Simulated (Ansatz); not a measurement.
A made-up structure of BSiH$_{2}$I, closed shell:

```xyz
5
angstrom
Si -0.3103 0.6175 -0.6157
B 0.5188 -0.6292 0.4876
I 1.8956 -1.9146 1.2651
H 0.4765 0.2233 1.2583
H -0.5795 1.8837 0.1167
```

It is relaxed with PBE-D4/def2-SVP and then PBE0-D4/def2-TZVP (Ansatz 0.2.0). Atoms count as bonded within 1.22 times the sum of their covalent radii (H–H: 0.88 Å). The end point is not checked to be a true minimum.

Task: Does its bonding change? (A judgement: the text doesn't fix the answer.)

Result: By the calculation: Yes. Formed: Si1–H4, B2–H5; broken: none.

Where it ends: The first stage lowers the energy by 2.00 eV in 16 steps. It ends as BSiH₂I ([I][B]12[H][Si]1[H]2):
```
5
angstrom
Si 0.1736 1.2790 -0.5842
B 0.5152 -0.2343 0.3767
I 0.9438 -2.0279 1.3848
H 1.0629 0.8814 0.8266
H -0.6944 0.2825 0.5080
```

Labels in which every atom is bracketed show which atoms are joined, not bond orders.

For scale, one of the runs: PBE0-D4/def2-TZVP relaxation, 130 basis functions, launched by `ansatz run in.yaml --threads 2 --pin off --events-out ev --progress --plain --max-ram 4352MiB`. The run took about 10 s on 2 CPU threads of an Intel Xeon Platinum 8488C (shared host).
